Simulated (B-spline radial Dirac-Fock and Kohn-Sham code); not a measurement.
ΔSCF core binding energies without Breit or QED terms, calculated with a radial B-spline solver.

A sound run for Sr⁶⁺, configuration 1s2 2s2 2p6 3s2 3p6 3d10 4s2 4p2: The ground state converged in 9 iterations, with total energy -3168.11185 Ha, virial ratio 1.97042 and highest orbital energy -102.57 eV. ΔSCF binding energies: K (1s) 16246.7 eV, L3 (2p3/2) 2044.2 eV, M5 (3d5/2) 230.6 eV.

A second run, with one unsound setting: The ground state converged in 10 iterations, with total energy -4201.81556 Ha, virial ratio 1.18532 and highest orbital energy -104.74 eV. ΔSCF binding energies: K (1s) 7806.6 eV, L3 (2p3/2) 2045.5 eV, M5 (3d5/2) 194.9 eV.

```
iter   energy (Ha)        error
   1    -4175.95072693  1.11e+01
   2    -4198.07056713  1.14e+00
   3    -4201.63670903  4.38e-01
   4    -4201.80025485  1.89e-01
   5    -4201.81351404  2.78e-02
   6    -4201.81525443  7.08e-03
   7    -4201.81555932  5.84e-04
   8    -4201.81556089  2.94e-05
   9    -4201.81556089  5.00e-06
  10    -4201.81556089  1.12e-07
```

Problem. Which fault fits the second run best?
A. speed of light below Z
B. too few iterations
C. functional not served
D. unbound anion

Solution. A. The input had c_factor = 0.1986: c_factor makes c so small that Zα exceeds 1, so any numbers that come out have no meaning.
